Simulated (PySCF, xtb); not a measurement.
CH3FO3Si, SMILES O[Si@H](OC=O)F. Other conformers were not sampled.

Harmonic wavenumbers (cm⁻¹) from GFN2-xTB (xtb 6.7.1) at its own minimum, in rising order: 44, 140, 185, 210, 228, 348, 403, 650, 661, 681, 739, 808, 881, 949, 990, 1215, 1358, 1767, 2465, 2833, 3548.

Task: What does ωB97X-D3(BJ)/def2-SVP (PySCF 2.14.0) give at its own minimum? (The exact figures need the calculation; the answer reports its results.)

Result: 52, 183, 199, 290, 320, 387, 525, 715, 753, 834, 868, 907, 948, 1016, 1070, 1276, 1410, 1853, 2407, 3106, 3826. Paired by order, the mean absolute difference is 93 cm⁻¹ and the zero-point energies are 30.2 and 32.8 kcal/mol.
